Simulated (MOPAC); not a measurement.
Job for MOPAC: AM1 on H3NPb (SMILES [NH2][PbH]), a point of a torsion scan.

```
AM1 1SCF PRECISE CHARGE=0 THREADS=1
H3NPb

N     -0.74598608 1    -0.03713943 1     0.00799407 1
Pb     1.25302931 1    -0.70771199 1    -0.27230723 1
H     -1.44789316 1    -0.47042779 1     0.58309638 1
H     -1.16378049 1     0.77694707 1    -0.41401573 1
H      1.07170113 1    -2.16792514 1     0.83765662 1
```

It printed:

```
*******************************************************************************
 **                                                                           **
 **                              MOPAC v23.2.5                                **
 **                                                                           **
 *******************************************************************************
 ** MOPAC's Digital Object Identifier: https://doi.org/10.5281/zenodo.6511958 **
 **                                                                           **
 ** Please cite the open-source release paper for use of this MOPAC version:  **
 ** J. E. Moussa and J. J. P. Stewart (2026)                                  **
 ** MOPAC: An open-source semiempirical molecular orbital program             **
 ** J. Open Source Softw., 11(119), 8025, https://doi.org/10.21105/joss.08025 **
 *******************************************************************************

                              AM1 CALCULATION RESULTS

 *******************************************************************************
 *  AM1        - The AM1 Hamiltonian to be used
 *
 *
 *
 *                 CHARGE ON SYSTEM = 0
 *
 *
 *
 *  PRECISE    - TIGHTER CRITERIA TO BE USED
 *  1SCF       - DO 1 SCF AND THEN STOP
 *  THREADS=1  - MULTI-THREADING NOT USED
 *  T=         - A TIME OF 172800.0 SECONDS REQUESTED
 *  DUMP=N     - RESTART FILE WRITTEN EVERY 7200.0 SECONDS REQUESTED
 *******************************************************************************
AM1 1SCF PRECISE CHARGE=0 THREADS=1
 H3NPb

   ATOM   CHEMICAL          X               Y               Z
  NUMBER   SYMBOL      (ANGSTROMS)     (ANGSTROMS)     (ANGSTROMS)

     1       N         -0.74598608  *  -0.03713943  *   0.00799407  *
     2      Pb          1.25302931  *  -0.70771199  *  -0.27230723  *
     3       H         -1.44789316  *  -0.47042779  *   0.58309638  *
     4       H         -1.16378049  *   0.77694707  *  -0.41401573  *
     5       H          1.07170113  *  -2.16792514  *   0.83765662  *



          CARTESIAN COORDINATES

    NO.       ATOM           X           Y           Z

     1         N         -0.7460     -0.0371      0.0080
     2        Pb          1.2530     -0.7077     -0.2723
     3         H         -1.4479     -0.4704      0.5831
     4         H         -1.1638      0.7769     -0.4140
     5         H          1.0717     -2.1679      0.8377

  H: (AM1): M.J.S. DEWAR ET AL, J. AM. CHEM. SOC. 107 3902-3909 (1985)
  N: (AM1): M.J.S. DEWAR ET AL, J. AM. CHEM. SOC. 107 3902-3909 (1985)
 Pb: (AM1): J. J. P. STEWART, J. MOL. MOD., 10, 155-164 (2004)

           Empirical Formula: H3 N Pb  =     5 atoms



      MOLECULAR POINT GROUP   :   Cs


      RHF CALCULATION, NO. OF DOUBLY OCCUPIED LEVELS = 6


 -------------------------------------------------------------------------------
 AM1 1SCF PRECISE CHARGE=0 THREADS=1
 H3NPb



     1SCF WAS SPECIFIED, SO BFGS WAS NOT USED
     SCF FIELD WAS ACHIEVED


                              AM1 CALCULATION
                                                       MOPAC v23.2.5 Linux




          FINAL HEAT OF FORMATION =         31.81014 KCAL/MOL =     133.09363 KJ/MOL


          COSMO AREA              =         91.13 SQUARE ANGSTROMS
          COSMO VOLUME            =         75.26 CUBIC ANGSTROMS

          IONIZATION POTENTIAL    =          9.051486 EV
          HOMO LUMO ENERGIES (EV) =         -9.051 -1.087
          NO. OF FILLED LEVELS    =          6
          MOLECULAR WEIGHT        =        224.2304         POINT GROUP:  Cs

          MOLECULAR DIMENSIONS (Angstroms)

            Atom       Atom       Distance
            H     5    H     4     3.90337
            H     3   Pb     2     2.44459
            N     1    H     3     0.00008


          SCF CALCULATIONS        =          1





   ATOM   CHEMICAL          X               Y               Z
  NUMBER   SYMBOL      (ANGSTROMS)     (ANGSTROMS)     (ANGSTROMS)

     1       N         -0.74598608  *  -0.03713943  *   0.00799407  *
     2      Pb          1.25302931  *  -0.70771199  *  -0.27230723  *
     3       H         -1.44789316  *  -0.47042779  *   0.58309638  *
     4       H         -1.16378049  *   0.77694707  *  -0.41401573  *
     5       H          1.07170113  *  -2.16792514  *   0.83765662  *

                             CARTESIAN COORDINATES

   1    N       -0.745986080    -0.037139430     0.007994070
   2   Pb        1.253029310    -0.707711990    -0.272307230
   3    H       -1.447893160    -0.470427790     0.583096380
   4    H       -1.163780490     0.776947070    -0.414015730
   5    H        1.071701130    -2.167925140     0.837656620


           Empirical Formula: H3 N Pb  =     5 atoms



      MOLECULAR POINT GROUP   :   Cs


                  EIGENVALUES
 -31.05674 -17.92184 -15.48638 -11.78003  -9.50130  -9.05149  -1.08691   0.18472
   1.36146   5.70183   6.53368


              NET ATOMIC CHARGES AND DIPOLE CONTRIBUTIONS

  ATOM NO.   TYPE          CHARGE      No. of ELECS.   s-Pop       p-Pop
    1          N          -0.632366        5.6324     1.57445     4.05792
    2         Pb           0.631229        3.3688     1.88418     1.48460
    3          H           0.134874        0.8651     0.86513
    4          H           0.136571        0.8634     0.86343
    5          H          -0.270308        1.2703     1.27031
 DIPOLE           X         Y         Z       TOTAL
 POINT-CHG.     2.972     0.987    -1.831     3.628
 HYBRID        -2.822    -0.472     1.407     3.188
 SUM            0.150     0.515    -0.425     0.684


          ATOMIC ORBITAL ELECTRON POPULATIONS

     Atom    s        px        py        pz
    1  N   1.57445   1.29789   1.29658   1.46345
    2 Pb   1.88418   0.42151   0.55864   0.50445
    3  H   0.86513
    4  H   0.86343
    5  H   1.27031

 **********************
 *                    *
 * JOB ENDED NORMALLY *
 *                    *
 **********************




 == MOPAC DONE ==
```

The run finished.

Cost: around 0.03 core-seconds (rough).
